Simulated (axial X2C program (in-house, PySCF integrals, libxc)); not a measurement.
# Low determinants of BTe⁻ at the PBE0 level, scalar-relativistic

Calculated with an in-house all-electron X2C program for linear molecules (integrals from PySCF). Spin-free means the one-electron spin-free X2C Hamiltonian. Basis: Te dyall-acv3z [12s13p9d5f1g], B dyall-av3z [8s7p3d2f] (cores contracted in-house); Gaussian nuclei, density fitting, unrestricted open shells. Masses: Te 129.906 u, B 11.009 u.

Search at 2.060 Å (vertical energies from the lowest determinant):

| ΔE (eV) | state | electrons beyond evenly filled partner blocks | electrons in σ, π, δ, φ |
| --- | --- | --- | --- |
| 0.00 | M_S = 0, Λ = 0 | closed shell | 26 24 8 0 |
| 1.77 | M_S = 1, Λ = 1 | σα, π+α | 25 25 8 0 |
| 2.27 | M_S = 0, Λ = 1 | σα, π+β | 25 25 8 0 |
| 2.77 | M_S = 1, Λ = 0 | 2 × σα | 26 24 8 0 |
| 4.00 | M_S = 1, Λ = 1 | σα, π+α, π+β, π-α | 27 23 8 0 |
| 4.02 | M_S = 0, Λ = 1 | σβ, π+α, π+β, π-α | 27 23 8 0 |
| 4.30 | M_S = 2, Λ = 1 | σα, 2 × π+α, π+β, 2 × π-α | 25 25 8 0 |

Lowest determinant, M_S = 0, Λ = 0 (closed shell): Re = 2.065 Å, ωe = 667.2 cm⁻¹.

The determinant in row 2 of the search, M_S = 1, Λ = 1 (beyond evenly filled blocks: σα, π+α), was followed along the bond at PBE0; measured from the minimum of the lowest determinant it gives:

Te = 1.774 eV (14311 cm⁻¹), Re = 2.062 Å, ωe = 649.2 cm⁻¹.

(1) Compare the bond of the determinant in row 2 with that of the lowest one.

The search compares states at one distance, so a state with another bond length can lie lower; it is not exhaustive and yields mostly the lowest determinant of each block pattern, so other components and higher states of one pattern are missing. These are energies of single determinants, not of spin-adapted states; PBE0 term energies can be off by some tenths of an eV, and the functional has no current term. For an anion, determinants above electron detachment are held by the basis set. Row 2 has a positive highest level at its minimum.

Results:

(1) At PBE0 its Re is 0.003 Å shorter and its force constant, which goes as ωe², is 0.95 times that of the lowest determinant. T0 ≈ Te + Δωe/2 = 14311 + (-9) = 14302 cm⁻¹.
